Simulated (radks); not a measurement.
Q: These are the eigenvalues of the occupied orbitals of an atom or ion with whole-number occupations (eV). Method: scalar-relativistic Kohn-Sham, PBEsol, spin-polarised, spherical densities, finite nucleus; Fermi nuclear charge, rms radius of each element as measured or else 0.836 A^(1/3) + 0.57 fm; computed with a radial shooting solver on a logarithmic mesh with Libxc functionals.

orbital  eigenvalue
1s up     -13595.53
1s down   -13595.48
2s up     -2022.672
2s down   -2017.193
2p up     -1818.534
2p down   -1814.413
3s up     -500.2275
3s down   -492.4593
3p up     -434.9481
3p down   -427.1418
3d up     -329.2902
3d down   -320.7009

Which element is it, and in what charge state? The configuration may be excited. Open shells, if any, are filled with parallel spins first.

A: Z = 35, bromine, charge +11: Br11+ in [Ar] 3d6. The list shows which subshells hold electrons but not how many an open one holds; the 1s level, -499.63 hartree, gives Z - s = 31.6 by -(Z - s)^2/2, which with screening and relativity narrows Z to a few neighbours, and the depths of the outer levels then fix element, charge and occupations together.
